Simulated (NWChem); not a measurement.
# GeHCl3; SMILES [Cl][GeH]([Cl])[Cl]

```xyz
5

Ge     0.0000     0.0000     0.4352
Cl    -0.4895     1.9411    -0.3128
Cl     1.9258    -0.5466    -0.3128
Cl    -1.4363    -1.3945    -0.3128
H      0.0000     0.0000     1.9616
```
Atoms are numbered in this order, from 1.

Results from NWChem. Pople sets run with spherical d functions. All runs use the structure optimised with PBE0/def2-SVP. Static field.

For level CAM-B3LYP/6-31G*:

```
Item                              Value
--------------------------------  -----
isotropic polarisability (bohr³)   52.8
```

### Question
What are these values for level CAM-B3LYP/def2-SVPD?

### Answer
The isotropic polarisability (bohr³) is 70.5.
